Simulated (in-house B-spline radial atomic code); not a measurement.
Values are calculated unless marked as measured or tabulated.
What the choice of pseudopotential does to G0W0 on PBE: Kr

All numbers come from an all-electron radial atomic-structure program (B-spline basis), non-relativistic, configuration [Ar] 3d10 4s2 4p6, open shells at high spin. Semilocal Troullier-Martins pseudo-atoms, one channel per l, are made with PBE or LDA for several valence sets and radii, with or without a model core, and set against the all-electron atom. One channel fits only the lowest state of its l, so a second state of that l is approximate. All electrons give 4p: PBE -9.283 eV, G0W0 -13.963 eV. Potentials are made in the ion's own configuration unless the neutral atom is named, and a smooth local potential serves every l without a channel. Potentials that miss their own reference levels by more than 6 millihartree, or need radii over 3.5 bohr, are left out. Columns give pseudo minus all-electron, in eV; a dash marks a level in the core or of low weight.

| valence | made with | radii (bohr) | model core (bohr) | 4p PBE | 4p G0W0 |
| --- | --- | --- | --- | --- | --- |
| 4s 4p | PBE | s 1.10 p 1.24 | none | 0.00 | -0.11 |
| 4s 4p | PBE | s 1.78 p 2.02 | none | 0.00 | +0.06 |
| 4s 4p | PBE | s 1.10 p 1.24 | 1.02 | 0.00 | -0.11 |
| 4s 4p | PBE | s 1.24 p 1.40 | 1.02 | 0.00 | -0.03 |
| 4s 4p | PBE | s 1.58 p 1.78 | 1.02 | 0.00 | +0.02 |
| 3d 4s 4p | PBE | s 1.10 p 1.24 d 0.98 | none | 0.00 | -0.38 |
| 3d 4s 4p | PBE | s 1.37 p 1.55 d 1.22 | none | 0.00 | -0.40 |
| 3d 4s 4p | PBE | s 1.24 p 1.40 d 1.10 | 0.26 | 0.00 | -0.39 |
| 3d 4s 4p | PBE | s 1.37 p 1.55 d 1.22 | 0.26 | 0.00 | -0.40 |
| 3d 4s 4p | PBE | s 1.58 p 1.78 d 1.41 | 0.26 | 0.00 | -0.44 |
| 3d 4s 4p | PBE | s 1.78 p 2.02 d 1.59 | 0.26 | 0.00 | -0.49 |
| 3p 3d 4s 4p | PBE | s 1.37 p 0.47 d 1.22 | none | -0.09 | +0.04 |
| 3p 3d 4s 4p | PBE | s 1.78 p 0.61 d 1.59 | none | -0.10 | +0.07 |
| 3p 3d 4s 4p | PBE | s 1.24 p 0.42 d 1.10 | 0.24 | -0.12 | -0.01 |

Problem. How does the G0W0 shift of 4p, which all sets hold, depend on the valence set?

Solution. Mean size: 3p 3d 4s 4p: 0.04 eV; 4s 4p: 0.07 eV; 3d 4s 4p: 0.41 eV. A larger valence set can do worse when it takes only part of a shell, whose exchange with the frozen rest is then left to the functional. The means mix radii and the functional used in making the potentials.
